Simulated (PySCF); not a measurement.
C2H7BO3, SMILES B(CO)(O)OC.

Coordinates come from a PBE-D3(BJ)/def2-SVP optimisation. The values are those of a single conformer.

Computed with PySCF with PBE-D3(BJ)/def2-SVP.

Frequencies are harmonic and unscaled.

Computed normal modes with their intensities:
```csv
mode,ν (cm⁻¹),IR (km/mol),moving atoms (share of kinetic energy)
1,32,0.0,H 95 %
2,92,7.6,"O 45 %, H 28 %, C 21 %"
3,151,18.9,"O 43 %, H 31 %, C 22 %"
4,189,6.0,"O 46 %, C 24 %, H 21 %, B 9 %"
5,267,46.3,"O 63 %, H 23 %, C 14 %"
6,302,87.1,"H 83 %, O 14 %"
7,386,0.8,"O 50 %, C 30 %, H 15 %"
8,452,4.2,"B 38 %, H 34 %, O 20 %, C 8 %"
9,557,6.0,"O 50 %, C 21 %, H 16 %, B 13 %"
10,762,29.2,"H 76 %, O 11 %"
11,775,7.4,"O 44 %, C 29 %, H 25 %"
12,848,47.5,"H 48 %, B 27 %, C 19 %"
13,965,97.1,"C 35 %, O 28 %, H 23 %, B 14 %"
14,1023,49.1,"C 35 %, O 33 %, H 25 %"
15,1085,3.7,"H 80 %, O 10 %, C 9 %"
16,1103,91.2,"H 63 %, O 20 %, C 16 %"
17,1142,0.1,"H 76 %, C 19 %"
18,1166,6.1,"H 68 %, C 17 %, O 13 %"
19,1235,74.5,"H 63 %, C 17 %, O 12 %, B 9 %"
20,1318,19.1,"H 83 %, C 8 %, O 8 %"
21,1342,234.9,"B 51 %, O 18 %, C 16 %, H 15 %"
22,1382,148.4,"H 69 %, B 14 %, C 13 %"
23,1386,2.2,H 93 %
24,1423,1.5,H 96 %
25,1425,3.1,H 97 %
26,1503,275.8,"B 51 %, H 26 %, O 22 %"
27,2954,62.3,H 97 %
28,2955,27.3,H 95 %
29,3007,15.9,"H 91 %, C 9 %"
30,3038,27.6,"H 90 %, C 10 %"
31,3056,14.6,"H 90 %, C 10 %"
32,3525,168.5,H 94 %
33,3715,30.8,H 94 %
```
